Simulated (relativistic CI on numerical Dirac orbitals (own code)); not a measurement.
# Sensitivity of the levels of Sb³¹⁺ to α and to the nuclear radius

Method of calculation: Dirac-Coulomb-Breit CI, orbitals from a KLI potential per configuration, derivatives by finite differences, unscaled Slater integrals, QED left out (own radial code, finite nucleus).

CI space (outside the closed core [Ne]): 3s2.3p6.3d2, 3s2.3p5.3d3, 3s.3p6.3d3, 3s2.3p6.3d.4s, 3s2.3p6.3d.4p, 3s2.3p6.4s2. Double excitations out of closed p, d and f shells are left out; levels of such configurations are missing from the list, as are those of other unlisted configurations, and high levels can miss mixing partners.

With x = (α/α₀)² − 1 an excitation energy changes as ω = ω₀ + qx; K = 2q/ω₀ is the relative enhancement. Terms are leading LS components, so labels can repeat. The field-shift factor is F = δν/δ⟨r²⟩ for the transition from the lowest level.

Lowest level 3s2.3p6.3d2 3F_2.

| Level | ω₀ (cm⁻¹) | q (cm⁻¹) | K | F (GHz/fm²) |
| --- | --- | --- | --- | --- |
| 3s2.3p6.3d2 3F_3 | 84364 | 93970 | 2.23 | 0.782 |
| 3s2.3p6.3d2 3P_0 | 101560 | 17670 | 0.348 | 0.0509 |
| 3s2.3p6.3d2 3F_4 | 137494 | 119300 | 1.74 | 1.02 |
| 3s2.3p6.3d2 3P_2 | 139886 | 91260 | 1.3 | 0.61 |
| 3s2.3p6.3d2 3P_1 | 158225 | 96770 | 1.22 | 0.583 |
| 3s2.3p6.3d2 1G_4 | 226115 | 165400 | 1.46 | 1.42 |
| 3s2.3p6.3d2 3P_2 | 247456 | 192600 | 1.56 | 1.42 |
| 3s2.3p6.3d2 1S_0 | 392326 | 175900 | 0.897 | 1.92 |
| 3s2.3p5.3d3 5F°_2 | 1298182 | 61600 | 0.0949 | 3.39 |
| 3s2.3p5.3d3 5D°_1 | 1304286 | 70460 | 0.108 | 3.29 |
| 3s2.3p5.3d3 5D°_0 | 1322457 | 85560 | 0.129 | 3.38 |
| 3s2.3p5.3d3 5F°_3 | 1333994 | 112200 | 0.168 | 3.87 |
| 3s2.3p5.3d3 5F°_4 | 1369224 | 152600 | 0.223 | 4.27 |
| 3s2.3p5.3d3 5S°_2 | 1375587 | 149700 | 0.218 | 3.89 |
| 3s2.3p5.3d3 5D°_3 | 1378467 | 88320 | 0.128 | 3.55 |
| 3s2.3p5.3d3 3F°_2 | 1393737 | 144500 | 0.207 | 3.83 |
| 3s2.3p5.3d3 5D°_1 | 1401874 | 153500 | 0.219 | 3.45 |
| 3s2.3p5.3d3 5G°_5 | 1403883 | 164100 | 0.234 | 4.4 |
| 3s2.3p5.3d3 5D°_4 | 1418107 | 164900 | 0.233 | 4.12 |
| 3s2.3p5.3d3 3G°_3 | 1422338 | 137500 | 0.193 | 4.04 |
| 3s2.3p5.3d3 5G°_6 | 1432538 | 150200 | 0.21 | 4.38 |
| 3s2.3p5.3d3 3G°_4 | 1453093 | 155500 | 0.214 | 4.21 |
| 3s2.3p5.3d3 3P°_0 | 1465041 | 97490 | 0.133 | 3.97 |

At this charge energies of transitions that change n are usually good to better than 1 %, and those within a shell (Δn = 0) to a few per cent. Terms inside the open d or f shell come out 10 to 20 % too wide with unscaled integrals.
